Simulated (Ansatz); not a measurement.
Computed with Ansatz on PBE0-D4/def2-TZVP structures; ΔE is electronic, products minus reactants. CCSD(T)/CBS is the MP2 limit (def2-TZVPP, def2-QZVPP) plus CCSD(T) − MP2 in def2-TZVPP, frozen cores. Functionals use def2-TZVPP. B3LYP here is the variant with VWN-RPA as its local correlation; programs differ in this. For Ge outer-core shells are correlated without core-valence functions, which leaves a few kJ/mol of doubt a bond. Scalar relativity is left out up to krypton. One conformer a species, not always the lowest.

Reaction (ligand exchange at the Si–C bond): `O[SiH](Cl)C#C[SiH](Cl)Cl` + `[SH][GeH2][Cl]` → `O[SiH](Cl)[S][GeH2][Cl]` + `C#C[SiH](Cl)Cl`

Problem. Is it downhill or uphill in electronic energy at CCSD(T)/CBS, and by how much? (Best estimate.)

Solution. Ansatz gave: Downhill: ΔE = -34.8 kJ/mol.

Problem. What do these levels give: PBE0-D4, B3LYP-D4, PBE0, CCSD/def2-TZVPP, MP2/def2-QZVPP, SCS-MP2/def2-QZVPP? (Estimate.)

Solution. Computed: PBE0-D4 -35.9, B3LYP-D4 -32.2, PBE0 -29.3, CCSD/def2-TZVPP -27.2, MP2/def2-QZVPP -36.4, SCS-MP2/def2-QZVPP -30.6 kJ/mol.

Largest T1 diagnostic among the species: 0.011.

In def2-TZVPP, CCSD(T) changes the Hartree–Fock value by −10.5 kJ/mol (the triples alone add −2.1 kJ/mol) and MP2 by −14.7 kJ/mol. The D4 term adds −12.7 kJ/mol with B3LYP and −6.6 kJ/mol with PBE0; it sums over pairs of atoms, weighted by their polarisabilities, and B3LYP, whose exchange is more repulsive, gets the larger term.
